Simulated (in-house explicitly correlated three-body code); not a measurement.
Computed with an exponentially correlated three-body code. Model: two electrons around a point charge, non-relativistic, variational in 260 exponentially correlated functions (energies converged to about 1e-7 hartree, or 1e-8 relative for large Z).

Command:
```bash
python run_hyl.py task.json out
```
Settings (lengths in bohr, energies in hartree):
```
Z                      4
screening              3.2
interaction_strength   1
functions              260
states_tried           1
```

Time taken, with all properties: 9.5 s on 1 thread of Arm Neoverse V2, on a shared host.

**Ground state only, binding against the one-electron ion.**

Given: nuclear charge 4; Yukawa screening of all interactions 3.2 1/bohr.

Computed: one-electron threshold -0.715268872 hartree.

| term | energy (hartree) | binding (eV) |
| --- | --- | --- |
| 1 1S | -1.13098573 | 11.312 |

**Converged states only, values per electron or pair (inverse distances are <exp(-kr)/r>).**

```json
{"term": "1 1S", "mean r (bohr)": "0.75848", "mean r squared (bohr²)": "0.90029", "mean inverse r (1/bohr)": "0.9328", "mean r12 (bohr)": "1.159", "mean inverse r12 (1/bohr)": "0.24052", "mean cosine": "-0.016693", "mean p1 dot p2 (bohr⁻²)": "0.087421", "delta r1 (bohr⁻³)": "7.5977", "delta r12 (bohr⁻³)": "0.39172"}
```
